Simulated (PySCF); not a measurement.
# Calculated properties of `F[Si-](F)(F)(F)F`

Species: SiF5 (charge -1).
Structure used (GFN2-xTB), in Å, numbered top down from 1:
```xyz
6
SiF5 angstrom
F      0.0929    1.5729   -0.4139
Si     0.0003    0.0004   -0.0040
F      0.6389   -0.5103    1.4034
F     -1.4428    0.2825    0.7534
F      1.4437   -0.2824   -0.7613
F     -0.7299   -1.0612   -0.9992
```

**GFN2-xTB geometry**

```
Point group of the GFN2-xTB geometry                  : D3h
Rotational constants A, B, C of the GFN2-xTB geometry : 3.346, 2.817, 2.814 GHz
```

PBE0/pcSseg-1 ground state and GIAO shieldings, non-relativistic (PySCF):

```
HOMO energy                                                 : -4.78 eV
LUMO energy                                                 : 7.47 eV
HOMO–LUMO gap                                               : 12.25 eV
Lowest Hirshfeld atomic charge                              : -0.32 e on F4/F5
Highest Hirshfeld atomic charge                             : +0.48 e on Si2
Isotropic shieldings of nuclei other than C and H, by class : 329 (F1/F3/F4/F5/F6), 486 (Si2) ppm
Mayer bond orders between heavy atoms                       : F1–Si2 0.86, Si2–F3 0.86, Si2–F4 0.79, Si2–F5 0.79, Si2–F6 0.86
```

Monoisotopic mass of the ion (most abundant isotopes, electron mass counted): 122.9695 u.

The rotational constants are those of a prolate symmetric top; the small spread among constants that symmetry makes equal is optimisation noise. With B = h/(8π²I), that is 505.379 GHz u Å² over I, the principal moments of inertia are 151.0, 179.4 and 179.6 u Å² (most abundant isotopes).

Isolated species at its GFN2-xTB geometry, gas phase. NMR classes are plain means over equivalent atoms (diastereotopic ones count apart unless rotation or inversion swaps them), as if these changed places fast; in this geometry the members of some classes differ. No diffuse functions stand in pcSseg-1, which bears on an anion's orbital energies.
